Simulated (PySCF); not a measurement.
C2H6N2Si. Atoms are numbered in the order given.

```xyz
11

C      2.6001    -0.3041     0.0881
C      1.3857    -0.1313     0.1797
Si    -0.4520     0.0654     0.3438
N     -1.4348    -1.2366    -0.2477
N     -0.8111     1.4618    -0.6209
H      3.6685    -0.4563     0.0063
H     -0.7448     0.1007     1.8221
H     -1.3333    -1.5243    -1.2248
H     -1.5844    -2.0478     0.3570
H     -0.1118     2.2046    -0.6873
H     -1.7602     1.8430    -0.6127
```

Geometry optimised at PBE-D3(BJ)/def2-SVP. The structure was generated by enumeration, and PubChem lists no compound with its InChIKey, so it may never have been made. Other conformers were not sampled.

These are HF/pcSseg-1 run with PySCF values and carry that method's errors.

GIAO shieldings, no solvent; atoms listed in one row are averaged. δ = σ(ref) − σ: ¹³C against TMS (σ = 192.6 ppm); ²⁹Si against TMS (σ = 393.8 ppm); ¹⁵N against NH3 (σ = 267.3 ppm); ¹H against TMS (σ = 31.99 ppm), references at their B3LYP-D3(BJ)/def2-TZVP geometries, non-relativistic.

| nucleus | atoms | count | δ (ppm) |
|---|---|---|---|
| ¹³C | C1 | 1 | 107.0 |
| ¹³C | C2 | 1 | 94.1 |
| ²⁹Si | Si3 | 1 | -48.9 |
| ¹⁵N | N4 | 1 | 23.7 |
| ¹⁵N | N5 | 1 | 19.6 |
| ¹H | H7 | 1 | 4.73 |
| ¹H | H6 | 1 | 3.13 |
| ¹H | H8 | 1 | 1.44 |
| ¹H | H9 | 1 | 1.28 |
| ¹H | H10, H11 | 2 | 1.24 |
